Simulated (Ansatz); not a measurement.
The multiplicity is imposed and other spin states were not computed.

These are PBE-D3(BJ)/def2-SVP (Ansatz, a first-principles code) values and carry that method's errors. No frequencies were computed at this level.

Ansatz 0.2 input:
```yaml
crystal:
  periodic: [false, false, false]
  atoms:
    - { symbol: Au, position_ang: [0.086244, 0.277347, 0.082806] }
    - { symbol: N, position_ang: [0.643087, 2.974565, 1.211651] }
    - { symbol: C, position_ang: [0.424876, 1.914846, 0.786808] }
    - { symbol: H, position_ang: [0.829341, 3.879248, 1.575433] }
    - { symbol: O, position_ang: [-0.274924, -1.478214, -0.59706] }
    - { symbol: H, position_ang: [-0.316137, -1.561006, -1.545559] }
basis:
  gaussian: { orbitals: def2-svp }
hamiltonian:
  xc: pbe
  dispersion: d3bj
relax:
  max_steps: 150
```

Output:

```
Functional definition: PBE
909 factors; their error is unknown
mean field evaluation 1: about -8282.0861 eV, gradient 7.2e1 eV
mean field evaluation 2: about -8180.6344 eV, gradient 2.0e2 eV
mean field evaluation 4: about -8290.4015 eV, gradient 2.9e1 eV
mean field evaluation 8: about -8292.1678 eV, gradient 2.7e-1 eV
mean field evaluation 16: about -8292.1442 eV, gradient 8.0e-4 eV
mean field -8292.14419700 eV, -304.7306786224 hartree, gradient 1.2e-5 eV, S^2 0.000000; 0 other end points of the search recorded, 0 dependent functions left out
reference -8292.14423565 eV, -304.7306800428 hartree; 21, 21 occupied and 63, 63 virtual orbitals, 909 factors
relax step   1: F+E_penalty+E_count = -8292.24916656 eV  Δ(F+E_penalty+E_count) = +0.000e0 eV  max|allowed force component| = 1.759e0 eV/Å  Δτ_max = 0.0000 Å  (29 SCF iters, accepted)
these checks for a lower state are left out or cut short: starts, cluster_reference, orbital_swaps, neighbouring_geometries, increment
909 factors; their error is unknown
mean field -8292.27995304 eV, -304.7356675650 hartree, gradient 1.5e-5 eV, S^2 0.000000; 0 other end points of the search recorded, 0 dependent functions left out
reference -8292.27999172 eV, -304.7356689865 hartree; 21, 21 occupied and 63, 63 virtual orbitals, 909 factors
relax step   2: F+E_penalty+E_count = -8292.38346942 eV  Δ(F+E_penalty+E_count) = -1.343e-1 eV  max|allowed force component| = 6.975e-1 eV/Å  Δτ_max = 0.0614 Å  (31 SCF iters, accepted)
these checks for a lower state are left out or cut short: starts, cluster_reference, orbital_swaps, neighbouring_geometries, increment
909 factors; their error is unknown
mean field evaluation 32: about -8292.2946 eV, gradient 2.1e-4 eV
mean field -8292.29463503 eV, -304.7362071183 hartree, gradient 1.9e-5 eV, S^2 0.000000; 0 other end points of the search recorded, 0 dependent functions left out
reference -8292.29467380 eV, -304.7362085429 hartree; 21, 21 occupied and 63, 63 virtual orbitals, 909 factors
relax step   3: F+E_penalty+E_count = -8292.39783921 eV  Δ(F+E_penalty+E_count) = -1.437e-2 eV  max|allowed force component| = 2.331e-1 eV/Å  Δτ_max = 0.0241 Å  (30 SCF iters, accepted)
these checks for a lower state are left out or cut short: starts, cluster_reference, orbital_swaps, neighbouring_geometries, increment
909 factors; their error is unknown
mean field -8292.29650564 eV, -304.7362758618 hartree, gradient 9.8e-6 eV, S^2 0.000000; 0 other end points of the search recorded, 0 dependent functions left out
reference -8292.29654445 eV, -304.7362772881 hartree; 21, 21 occupied and 63, 63 virtual orbitals, 909 factors
relax step   4: F+E_penalty+E_count = -8292.39968679 eV  Δ(F+E_penalty+E_count) = -1.848e-3 eV  max|allowed force component| = 4.845e-2 eV/Å  Δτ_max = 0.0249 Å  (29 SCF iters, accepted)
these checks for a lower state are left out or cut short: starts, cluster_reference, orbital_swaps, neighbouring_geometries, increment
909 factors; their error is unknown
mean field -8292.29657071 eV, -304.7362782529 hartree, gradient 2.4e-5 eV, S^2 0.000000; 0 other end points of the search recorded, 0 dependent functions left out
reference -8292.29660951 eV, -304.7362796791 hartree; 21, 21 occupied and 63, 63 virtual orbitals, 909 factors
relax step   5: F+E_penalty+E_count = -8292.39978763 eV  Δ(F+E_penalty+E_count) = -1.008e-4 eV  max|allowed force component| = 1.017e-2 eV/Å  Δτ_max = 0.0045 Å  (30 SCF iters, accepted)
these checks for a lower state are left out or cut short: starts, cluster_reference, orbital_swaps, neighbouring_geometries, increment
909 factors; their error is unknown
mean field -8292.29656724 eV, -304.7362781256 hartree, gradient 1.3e-5 eV, S^2 0.000000; 0 other end points of the search recorded, 0 dependent functions left out
reference -8292.29660605 eV, -304.7362795519 hartree; 21, 21 occupied and 63, 63 virtual orbitals, 909 factors
relax step   6: F+E_penalty+E_count = -8292.39979256 eV  Δ(F+E_penalty+E_count) = -4.923e-6 eV  max|allowed force component| = 4.591e-3 eV/Å  Δτ_max = 0.0017 Å  (23 SCF iters, accepted)
909 factors; their error is unknown
mean field evaluation 64: about -8292.3213 eV, gradient 3.4e-1 eV
mean field -8292.29656724 eV, -304.7362781256 hartree, gradient 1.3e-5 eV, S^2 0.000000; 1 other end points of the search recorded, 0 dependent functions left out
reference -8292.29660605 eV, -304.7362795519 hartree; 21, 21 occupied and 63, 63 virtual orbitals, 909 factors
Total energy: -8292.39983137 eV, -304.7400730122 hartree
Atom 0 at     0.076185     0.226797     0.077855 Å, force    -0.000287    -0.000850    -0.004591 eV/Å
Atom 1 at     0.652536     3.020532     1.229466 Å, force     0.000355     0.001445     0.002613 eV/Å
Atom 2 at     0.429884     1.938134     0.807382 Å, force    -0.000544    -0.002831     0.001363 eV/Å
Atom 3 at     0.842460     3.944190     1.588788 Å, force     0.000204     0.001175    -0.001489 eV/Å
Atom 4 at    -0.293136    -1.570454    -0.606751 Å, force     0.000245     0.000693     0.003785 eV/Å
Atom 5 at    -0.315441    -1.552412    -1.582662 Å, force     0.000027     0.000369    -0.001681 eV/Å
Dipole moment:     0.234760     1.173770     0.205248 e Å
```

Cost: roughly 22 core-seconds.
